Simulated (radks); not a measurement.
The numbers below are computed, except where a source is named.
Q: Radial electron density D(r) = 4 pi r^2 rho(r) of an atom or ion with 29 electrons. Level of theory: scalar-relativistic Kohn-Sham, LB94 model potential, spin-polarised, spherical densities, finite nucleus; Fermi nuclear charge, rms radius of each element as measured or else 0.836 A^(1/3) + 0.57 fm (a radial shooting solver on a logarithmic mesh with Libxc functionals).

r (bohr),D(r) (e/bohr),spin D(r)
0.001703,3.416,0.00932
0.001936,4.245,0.0116
0.002183,5.191,0.0141
0.002461,6.327,0.0172
0.002797,7.786,0.0211
0.003154,9.420,0.0254
0.003556,11.35,0.0305
0.004009,13.60,0.0364
0.004557,16.40,0.0436
0.005138,19.42,0.0513
0.005793,22.83,0.0598
0.006584,26.90,0.0696
0.007423,31.07,0.0793
0.00837,35.54,0.0891
0.009513,40.50,0.0991
0.01073,45.19,0.107
0.01209,49.70,0.114
0.01374,54.08,0.117
0.0155,57.50,0.116
0.01747,60.00,0.110
0.01986,61.45,0.0978
0.02239,61.55,0.0808
0.02525,60.50,0.0597
0.02869,58.40,0.0357
0.03235,56.01,0.0162
0.03648,53.88,0.00541
0.04146,52.71,0.0104
0.04674,53.34,0.0361
0.0527,56.02,0.0843
0.05942,60.60,0.152
0.06753,66.80,0.232
0.07614,72.50,0.296
0.08585,76.54,0.328
0.09758,77.53,0.306
0.11,74.71,0.232
0.124,68.79,0.129
0.141,60.96,0.0402
0.159,54.61,0.0385
0.1792,51.31,0.155
0.2037,51.97,0.393
0.2297,55.41,0.639
0.259,59.04,0.782
0.2943,59.96,0.715
0.3318,56.13,0.451
0.3741,47.79,0.136
0.4252,35.93,-0.00561
0.4794,24.69,0.220
0.5406,15.45,0.772
0.6144,8.759,1.46
0.6927,5.100,1.86
0.781,3.055,1.84
0.8806,1.834,1.46
1.001,0.9785,0.892
1.128,0.4639,0.447
1.272,0.1789,0.176
1.446,0.04932,0.0491
1.63,0.01103,0.0110
1.838,0.001802,0.00180
2.089,0.0001770,0.000177

What is the nuclear charge?

A: Z = 48. The innermost maximum, from 1s, lies near gamma/Z bohr with gamma = sqrt(1 - (Z/c)^2) = 0.937, here 0.0195 bohr (found: 0.0213), and its height grows with Z. The density is that of the cadmium ion Cd19+ in [Ar] 3d10 4s1; the configuration itself is not fixed sharply by these data, and Z only to a few units. D(r) has 3 maxima, at r = 0.0213, 0.0945, 0.283 bohr, and minima at 0.0425, 0.187 bohr, inside which lie 2.02, 11.25 electrons.
